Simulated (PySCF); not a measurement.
Numbering as in the mapped SMILES `[CH3:1][O:2][CH2:3][C:4]([F:5])([F:6])[F:7]`; H(Xn) means a hydrogen on atom n.

PySCF 2.14.0 with density-fitted response routines calculation with coordinates at the PBE0-D3(BJ)/def2-SVP level and σ from GIAO-B97-2/pcSseg-2; averaged over atoms made equivalent by symmetry, fast rotation or ring inversion, gas phase, one computed conformer, relativity neglected.

Referencing at the same level of theory: 13C (σref 183.46) and 1H (σref 31.36) vs TMS; 17O (σref 326.24) vs H2O; 19F (σref 177.41) against CFCl3.

```json
{"atoms": "C3", "nucleus": "13C", "count": "1", "δ (ppm)": "73.0"}
{"atoms": "C1", "nucleus": "13C", "count": "1", "δ (ppm)": "61.3"}
{"atoms": "C4", "nucleus": "13C", "count": "1", "δ (ppm)": "?"}
{"atoms": "H(C1)", "nucleus": "1H", "count": "3", "δ (ppm)": "3.45"}
{"atoms": "O2", "nucleus": "17O", "count": "1", "δ (ppm)": "5.6"}
{"atoms": "F5/F6/F7", "nucleus": "19F", "count": "3", "δ (ppm)": "?"}
{"atoms": "H(C3)", "nucleus": "1H", "count": "2", "δ (ppm)": "3.59"}
```

Q: Fill in the missing shifts.

A: 
- C4: 133.3 ppm, CF3 carbon; 3 electronegative neighbours deshield it
- F5/F6/F7: -84.7 ppm, fluorine of a CF3 group

Shifts are as computed. Against solution values, carbons near 30 ppm lie about +4 ppm off and those near 130 ppm about +7 ppm. Of 1211 compounds with measured shifts, 218 miss one by over three times the rms of a fit or turn the order of signals round; such compounds aren't used in these exercises. Unscaled 19F shifts against computed CFCl3 carry errors that often reach 10 to 50 ppm. Experimental scales use liquid or dissolved standards, which lie at an offset from isolated H2O (liquid H2O: subtract about 36 ppm).
